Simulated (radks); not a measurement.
Q: Si VI, configuration [He] 2s2 2p5. Method: scalar-relativistic Kohn-Sham, PBE, spin-polarised, spherical densities, finite nucleus; open shells are filled with parallel spins first; Fermi nuclear charge, rms radius 3.1224 fm; computed with a radial shooting solver on a logarithmic mesh with Libxc functionals. Some entries of the table are withheld. Estimate them.

| orbital | occ. | eigenvalue (hartree) | <1/r> (bohr^-1) | r(max) (bohr) |
|---|---|---|---|---|
| 1s up | 1 | -69.54664 | 13.64 | (1) |
| 1s down | 1 | -69.48608 | 13.65 | (2) |
| 2s up | 1 | -8.52889 | 2.679 | 0.4457 |
| 2s down | 1 | -8.40968 | 2.664 | 0.4469 |
| 2p up | 3 | -6.97259 | 2.580 | 0.3756 |
| 2p down | 2 | -6.84027 | 2.565 | 0.3774 |

A: 
(1) 1s up r(max) (bohr): 0.07261
(2) 1s down r(max) (bohr): 0.07258
